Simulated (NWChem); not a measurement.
ZnHSeCl; SMILES [Cl][Zn][SeH]

```xyz
4

Zn     0.1106    -0.3987     0.0017
Cl     0.0320    -2.5059    -0.0024
Se     0.2097     1.8791     0.0008
H     -1.2626     1.9517    -0.0175
```
Atoms are numbered in this order, from 1.

Computed with NWChem. Structure relaxed at the PBE0/def2-SVP level. GIAO values for the isolated, static molecule; σ is the absolute isotropic shielding, δ = σ(reference) − σ with the isolated reference molecule computed at the same levels (1H: tetramethylsilane). Spin-orbit effects, on the heavy nuclei and on their neighbours, are missing.

**Question.** Predict the results for KT2/pcSseg-1. Quantities: σ Zn1 (ppm); σ Cl2 (ppm); σ Se3 (ppm); δ H4 (ppm).

**Answer.** 
```
Quantity      Value
-----------  ------
σ Zn1 (ppm)  1638.1
σ Cl2 (ppm)   946.7
σ Se3 (ppm)  2286.5
δ H4 (ppm)    -0.16
```
